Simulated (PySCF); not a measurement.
## Excitation energy of Mg by level of theory

Mg [Ne] 3s2 (1S) → Mg [Ne] 3s1 3p1 (3P), as a difference of total energies. Computed with PySCF 2.14 in dyall-av3z (20s13p6d4f, 117 functions), with scalar relativity by spin-free X2C-1e. Correlated levels: valence: [Ne] frozen; virtual orbitals above 40 to 60 times the deepest correlated orbital energy dropped. The calculations carry no spin-orbit coupling.

```csv
method,excitation energy (eV),error (eV)
UHF,1.803,-0.911
LDA,2.767,+0.053
PBE,2.623,-0.091
PBE0,2.533,-0.181
r2SCAN,2.385,-0.329
M06-2X,3.040,+0.326
BHandHLYP,2.747,+0.033
LC-wPBE,2.367,-0.347
MP2 (valence),2.394,-0.320
SCS-MP2 (valence),2.568,-0.146
```

Reference: 2.714 eV (measured; NIST levels, between the centres of gravity of the two terms).

Errors of the correlated levels include the incompleteness of this basis and the frozen core.
